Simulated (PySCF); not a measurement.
## Electron correlation in S²⁺ (sulfur, charge +2)

[Ne] 3s2 3p2, high-spin 3P determinant. All numbers are calculated (PySCF 2.14, the spin-free X2C one-electron Hamiltonian (Gaussian nucleus), in aug-cc-pCVTZ-DK (8s7p5d3f, 75 functions)). Frozen: 1s2; 12 electrons correlated.

MP2 pair energies summed by pair of shells (mhartree):

```json
{"pair": "2p-2p", "energy": "-186.00", "share (%)": "51.2"}
{"pair": "2s-2p", "energy": "-55.50", "share (%)": "15.3"}
{"pair": "3s-3p", "energy": "-43.24", "share (%)": "11.9"}
{"pair": "2p-3s", "energy": "-21.91", "share (%)": "6.0"}
{"pair": "3s-3s", "energy": "-18.43", "share (%)": "5.1"}
{"pair": "2p-3p", "energy": "-16.41", "share (%)": "4.5"}
{"pair": "2s-2s", "energy": "-9.46", "share (%)": "2.6"}
{"pair": "3p-3p", "energy": "-7.17", "share (%)": "2.0"}
{"pair": "2s-3s", "energy": "-2.84", "share (%)": "0.8"}
{"pair": "2s-3p", "energy": "-2.54", "share (%)": "0.7"}
```

Total MP2 correlation energy: -363.50 mhartree.

Same-spin part -93.78 and opposite-spin part -269.72 mhartree; SCS-MP2 scales them by 1/3 and 6/5 to -354.92 mhartree.
